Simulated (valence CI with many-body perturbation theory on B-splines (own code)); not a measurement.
# Si II: what the settings do

Computed by valence CI with perturbative core correlation (CI+MBPT): three valence electrons over a frozen Dirac-Fock core [Ne], a basis of 6 s, 6 p, 5 d, 3 f, 1 g functions for each j, with the one-electron correlation potential Σ1 (screened to all orders), the two-electron term Σ2, the three-electron term Σ3, Breit, model QED; selected single and double excitations, second order for the rest, scaled by the run's own slope (own B-spline code, finite nucleus).

Set against measurement, 21 paired levels are off by 105 cm⁻¹ on average, the worst by 191.

The reference run has the lowest level 3s²3p ²P°_1/2 and an ionisation energy of 16.3369 eV. Its largest variational space holds 5286 state functions.

Names give the largest LS component (configuration and term), which can be under half, so a name can repeat, a term be missing and a line seem to break the LS rules; names also repeat where a configuration has a term twice.

Changed runs:
A. selection threshold (hartree) 2e-08 → 1e-06; factor on the speed of light 1 → 10; QED terms on → off
B. natural orbitals for correlation on → off
C. box radius (bohr) 28.009 → 20.1; cutoff of virtual states (hartree) 392 → 60
D. Davidson tolerance 2e-05 → 0.03 (bad on purpose)

Excitation energies of the reference run in cm⁻¹, and shifts in cm⁻¹:

| Level | Reference | A | B | C | D |
| --- | --- | --- | --- | --- | --- |
| 3s²3p ²P°_3/2 | 287 | -285 | -7.6 | -0.6 | +1.4 |
| 3s3p² ⁴P_1/2 | 42638 | -438 | -1505 | +1.0 | +23 |
| 3s3p² ⁴P_3/2 | 42747 | -545 | -1505 | +0.8 | +17 |
| 3s3p² ⁴P_5/2 | 42922 | -719 | -1505 | +0.4 | +17 |
| 3s3p² ²D_3/2 | 55263 | -488 | +227 | -29 | +35 |
| 3s3p² ²D_5/2 | 55280 | -504 | +229 | -29 | +36 |
| 3s²4s ²S_1/2 | 65503 | -27 | -686 | -45 | +13 |
| 3s3p² ²S_1/2 | 76819 | -603 | +2471 | -17 | -1.1 |
| 3s²3d ²D_3/2 | 79489 | -244 | +1322 | -53 | -0.1 |
| 3s²3d ²D_5/2 | 79505 | -260 | +1324 | -53 | 0 |
| 3s²4p ²P°_1/2 | 81168 | -66 | -737 | -48 | +3.9 |
| 3s²4p ²P°_3/2 | 81228 | -125 | -739 | -48 | +6.2 |
| Ionisation energy (eV) | 16.3369 | -0.0111 | -0.1528 | -0.0077 | -0.0005 |
